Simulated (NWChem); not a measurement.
Species: CH4Cd; SMILES [CH3][CdH]

Program: NWChem. The geometry was optimised at PBE0/def2-SVP. def2 effective core potentials on Cd; no spin-orbit coupling.

For level PBE/STO-3G (all-electron, non-relativistic):

| Quantity | Value |
|---|---|
| highest occupied level (eV) | -2.39 |
| orbital gap (eV) | 6.03 |
| dipole (D) | 0.13 |

Task: How do the values read with level PBE/def2-SVP (core potentials) instead?

Result: 
| Property | Value |
|---|---|
| highest occupied level (eV) | -6.12 |
| orbital gap (eV) | 5.12 |
| dipole (D) | 0.62 |
